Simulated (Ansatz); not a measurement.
Stepwise reaction of `[Cl][SnH]([Cl])[Cl]` with methanol, as a gas-phase model of exchange steps in deposition or etching. ΔE in kJ/mol.

Calculated with Ansatz (gas phase, PBE0-D4/def2-TZVP geometries, no zero-point term in ΔE). CCSD(T)/CBS adds triple-zeta CCSD(T) − MP2 to the extrapolated MP2 energy (def2 sets, frozen cores). This one scheme is used for every species. Functionals use def2-TZVPP. B3LYP here is the variant with VWN-RPA as its local correlation; programs differ in this. def2 core potentials past Kr. For Sn outer-core shells are correlated without core-valence functions, which leaves a few kJ/mol of doubt a bond. One conformer a species, not always the lowest.

```csv
step,reaction,PBE-D4,B3LYP-D4,ωB97M-V,CCSD(T)/CBS
2,`C[O][SnH]([Cl])[Cl]` + CH₃OH → `C[O][SnH]([Cl])[O]C` + HCl,68.8,68.3,69.9,64.9
```

Question: Give the row of step 1, `[Cl][SnH]([Cl])[Cl]` + CH₃OH → `C[O][SnH]([Cl])[Cl]` + HCl. (Estimate.)

Answer: Computed: 
| step | reaction | PBE-D4 | B3LYP-D4 | ωB97M-V | CCSD(T)/CBS |
| --- | --- | --- | --- | --- | --- |
| 1 | `[Cl][SnH]([Cl])[Cl]` + CH₃OH → `C[O][SnH]([Cl])[Cl]` + HCl | 57.4 | 57.5 | 59.3 | 54.2 |

Question: By hand: ΔE of the 2 steps together at CCSD(T)/CBS.

Answer: (54.2) + (64.9) = 119.1 kJ/mol, or 59.6 kJ/mol a step.

In ΔE each step is higher than the one before. All are uphill at CCSD(T)/CBS. PBE-D4 differs from CCSD(T)/CBS by 3.2 to 3.9 kJ/mol a step. Isolated molecules leave out the surface, adducts and barriers. Largest T1 diagnostic: 0.013.
